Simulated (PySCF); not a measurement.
**Carbon: a sound run and one with changed settings**

Sound run: C²⁺ [He] 2s2, C³⁺ [He] 2s1. Calculation: PySCF 2.14, in jorge-DZP-DKH (4s2p1d, 15 functions); scalar relativity by spin-free X2C-1e. In the sound run the correlated levels freeze 1s2. The sound run starts from symmetry-adapted Hartree-Fock orbitals and uses a fine grid where one is needed.

Changed run: initial guess 1e, at most 50 SCF cycles.

```json
{"species": "C²⁺", "method": "UHF", "sound run (hartree)": "-36.41866", "changed run (hartree)": "-36.41866", "converged": "yes"}
{"species": "C²⁺", "method": "B3LYP", "sound run (hartree)": "-36.52730", "changed run (hartree)": "-36.52730", "converged": "yes"}
{"species": "C²⁺", "method": "CCSD(T)", "sound run (hartree)": "-36.49081", "changed run (hartree)": "-36.49081", "converged": "yes"}
{"species": "C³⁺", "method": "LDA", "sound run (hartree)": "-34.41455", "changed run (hartree)": "-34.41455", "converged": "yes"}
```

Here the plain start reaches the same solutions.
